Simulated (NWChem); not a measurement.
Everything below was run with NWChem. System: hydrogen telluride (H2Te), charge 0, spin multiplicity 1, at a geometry optimised with PBE/def2-SVP with def2 effective core potentials on Te. Level: RHF/def2-TZVP with def2 effective core potentials on Te.

Job file:

```
start mol
memory heap 200 mb stack 900 mb global 1100 mb
geometry units angstroms nocenter noautoz
  Te     0.000000     0.000000     0.044132
  H     -1.184469     0.000000    -1.147436
  H      1.184469     0.000000    -1.147436
  symmetry group C2v
end
basis spherical
  * library def2-tzvp
end
ecp
  Te library def2-ecp
end
scf
  rhf
  nopen 0
  maxiter 100
  thresh 1e-7
  semidirect memsize 60000000 filesize 0
end
task scf energy
```

Output (cleaned and shortened):

```
             Northwest Computational Chemistry Package (NWChem) 7.3.0
             --------------------------------------------------------

                                NWChem Input Module
                                -------------------

 Scaling coordinates for geometry "geometry" by  1.889725989
 (inverse scale =  0.529177249)

 Turning off AUTOSYM since
 SYMMETRY directive was detected!

                             Geometry "geometry" -> ""
                             -------------------------

 Output coordinates in angstroms (scale by  1.889725989 to convert to a.u.)

  No.       Tag          Charge          X              Y              Z
 ---- ---------------- ---------- -------------- -------------- --------------
    1 Te                  52.0000     0.00000000     0.00000000     0.04413200
    2 H                    1.0000    -1.18446900     0.00000000    -1.14743600
    3 H                    1.0000     1.18446900     0.00000000    -1.14743600

 Effective nuclear repulsion energy (a.u.)      32.9796457162

            Nuclear Dipole moment (a.u.)
            ----------------------------
        X                 Y               Z
 ---------------- ---------------- ----------------
     0.0000000000     0.0000000000    -0.0000151178

      Symmetry information
      --------------------

 Group name             C2v
 Group number             16
 Group order               4
 No. of unique centers     2

      Symmetry unique atoms

     1    2


 Summary of "ao basis" -> "" (spherical)
 ------------------------------------------------------------------------------
       Tag                 Description            Shells   Functions and Types
 ---------------- ------------------------------  ------  ---------------------
 *                         def2-tzvp                  on all atoms

 Summary of "ao basis" -> "ao basis" (spherical)
 ------------------------------------------------------------------------------
       Tag                 Description            Shells   Functions and Types
 ---------------- ------------------------------  ------  ---------------------
[...]
    15      0.268299  1 Te pz                 2      0.249275  1 Te s
     3     -0.207376  1 Te s                 52     -0.173034  2 H  s
    58     -0.173034  3 H  s                  4     -0.159576  1 Te s

 Vector   13  Occ=2.000000D+00  E=-3.257641D-01  Symmetry=b2
              MO Center=  1.1D-14,  2.1D-15,  2.1D-02, r^2= 2.4D+00
   Bfn.  Coefficient  Atom+Function         Bfn.  Coefficient  Atom+Function
  ----- ------------  ---------------      ----- ------------  ---------------
    17      0.549426  1 Te py                11     -0.421545  1 Te py
    14      0.337800  1 Te py                20      0.298203  1 Te py

 Vector   14  Occ=0.000000D+00  E= 8.099011D-02  Symmetry=b1
              MO Center=  4.4D-15, -4.3D-16,  1.0D-01, r^2= 4.7D+00
   Bfn.  Coefficient  Atom+Function         Bfn.  Coefficient  Atom+Function
  ----- ------------  ---------------      ----- ------------  ---------------
    19      1.108251  1 Te px                53      0.904259  2 H  s
    59     -0.904259  3 H  s                 16      0.256950  1 Te px
    10     -0.223567  1 Te px                13      0.190994  1 Te px

 Vector   15  Occ=0.000000D+00  E= 1.103069D-01  Symmetry=a1
              MO Center=  6.6D-15,  1.1D-16, -2.4D-03, r^2= 6.0D+00
   Bfn.  Coefficient  Atom+Function         Bfn.  Coefficient  Atom+Function
  ----- ------------  ---------------      ----- ------------  ---------------
     6      1.371776  1 Te s                 53     -1.247849  2 H  s
    59     -1.247849  3 H  s                 21     -1.194077  1 Te pz
     2      0.268036  1 Te s                  3     -0.236541  1 Te s
    18     -0.209646  1 Te pz                 5      0.162001  1 Te s
     1     -0.159995  1 Te s                 12      0.155915  1 Te pz

 Vector   16  Occ=0.000000D+00  E= 2.213532D-01  Symmetry=b1
              MO Center=  6.1D-16,  9.9D-18, -2.4D-01, r^2= 7.2D+00
   Bfn.  Coefficient  Atom+Function         Bfn.  Coefficient  Atom+Function
  ----- ------------  ---------------      ----- ------------  ---------------
    16      1.386269  1 Te px                19     -1.359989  1 Te px
    53      0.278801  2 H  s                 59     -0.278801  3 H  s
    10     -0.230375  1 Te px

 center of mass
 --------------
 x =   0.00000000 y =   0.00000000 z =   0.04899295

 moments of inertia (a.u.)
 ------------------
          10.063837812638           0.000000000000           0.000000000000
           0.000000000000          20.162415064386           0.000000000000
           0.000000000000           0.000000000000          10.098577251748

  Mulliken analysis of the total density
  --------------------------------------

    Atom       Charge   Shell Charges
 -----------   ------   -------------------------------------------------------
    1 Te  24    24.10   0.28 -0.83  1.55  1.00  1.04  0.82 -0.51  6.47  1.09  2.27  0.79  9.09  0.91  0.11  0.02  0.00
    2 H    1     0.95   0.21  0.53  0.19  0.02
    3 H    1     0.95   0.21  0.53  0.19  0.02

       Multipole analysis of the density wrt the origin
       ------------------------------------------------

     L   x y z        total         open         nuclear
     -   - - -        -----         ----         -------
     0   0 0 0      0.000000      0.000000     26.000000

     1   1 0 0     -0.000000      0.000000      0.000000
     1   0 1 0     -0.000000      0.000000      0.000000
     1   0 0 1     -0.074716      0.000000     -2.335142

     2   2 0 0    -19.352600      0.000000     10.020169
     2   1 1 0     -0.000000      0.000000      0.000000
     2   1 0 1      0.000000      0.000000      0.000000
     2   0 2 0    -23.590654      0.000000      0.000000
     2   0 1 1      0.000000      0.000000      0.000000
     2   0 0 2    -20.377003      0.000000      9.570316

 Task  times  cpu:        0.9s     wall:        0.9s

 Total times  cpu:        1.0s     wall:        1.0s
```
